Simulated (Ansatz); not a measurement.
C₂H₇InO₂ (SMILES C[O][InH][O]C), singlet, at a GFN2-xTB geometry (such geometries of metal compounds can be far from the true shape) (all electrons, no relativity); Ansatz (a program for electronic structure) with CASSCF(4,5)/STO-3G.

Input for Ansatz:
Ansatz 0.2 input:
```yaml
crystal:
  periodic: [false, false, false]
  atoms:
    - {symbol: In, position_ang: [-0.42058238, 0.04964467, 0.35381685]}
    - {symbol: H, position_ang: [-1.51150564, -0.03643106, 1.66252431]}
    - {symbol: O, position_ang: [1.34099228, -0.87826287, 0.19429532]}
    - {symbol: C, position_ang: [1.92094263, -1.72380759, 1.15702351]}
    - {symbol: H, position_ang: [1.28364462, -1.87391293, 2.03563115]}
    - {symbol: H, position_ang: [2.11393055, -2.70083423, 0.70221361]}
    - {symbol: H, position_ang: [2.87010528, -1.29199653, 1.49080339]}
    - {symbol: O, position_ang: [-0.86298173, 1.15121763, -1.21948801]}
    - {symbol: C, position_ang: [-0.01704540, 1.27819614, -2.33872611]}
    - {symbol: H, position_ang: [0.90440001, 0.68766411, -2.24270801]}
    - {symbol: H, position_ang: [-0.55507382, 0.94126592, -3.23114417]}
    - {symbol: H, position_ang: [0.25556818, 2.33168617, -2.46258885]}
basis:
  gaussian:
    orbitals: STO-3G
hamiltonian:
  xc: hf
magnetization: {spin_polarized: false}
correlation: {active_space: {window: {electrons: 4, orbitals: 5}}}
```

What the program printed (banner, timings and long lists left out):

```
Functional definition: HF
761 factors; integrals over basis functions are off by at most 3.6e-5 eV
mean field evaluation 1: about -160800.3813 eV, gradient 3.3e1 eV
mean field evaluation 2: about -160800.5948 eV, gradient 3.3e1 eV
mean field evaluation 4: about -160804.6051 eV, gradient 2.1e0 eV
mean field evaluation 8: about -160804.6250 eV, gradient 1.0e-3 eV
mean field -160804.62496094 eV, -5909.4609700250 hartree, gradient 4.0e-6 eV, S^2 0.000000; 0 other end points of the search recorded, 0 dependent functions left out
reference -160804.62496094 eV, -5909.4609700250 hartree; 42, 42 occupied and 12, 12 virtual orbitals, 761 factors
state -160805.76852953 eV, -5909.5029953957 hartree
the orbitals are reached from a further start. From the first start the search ends at -160805.76040125 eV, -5909.5026966866 hartree
Total energy: -160805.76852953 eV, -5909.5029953957 hartree
```
